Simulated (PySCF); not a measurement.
Level of theory: PySCF 2.14.0 with B3LYP-D3(BJ)/def2-TZVP // M06-2X/def2-TZVP. All species are isolated molecules in the gas phase. B3LYP has the VWN-RPA correlation part, as in Gaussian. 

Reference species (SMILES): `NB` (neutral, multiplicity 1).

```json
{
  "LUMO": "-0.02 eV",
  "HOMO–LUMO gap": "8.39 eV",
  "HOMO": "-8.41 eV"
}
```

Changed species: `B` (X = H; the reference has X = amino).

**Question.** Give the shifts of the LUMO, HOMO–LUMO gap and HOMO.

**Answer.** the LUMO drops by 2.20 eV, to -2.22 eV; the HOMO–LUMO gap falls by 0.86 eV, to 7.53 eV; the HOMO falls by 1.34 eV, to -9.75 eV.
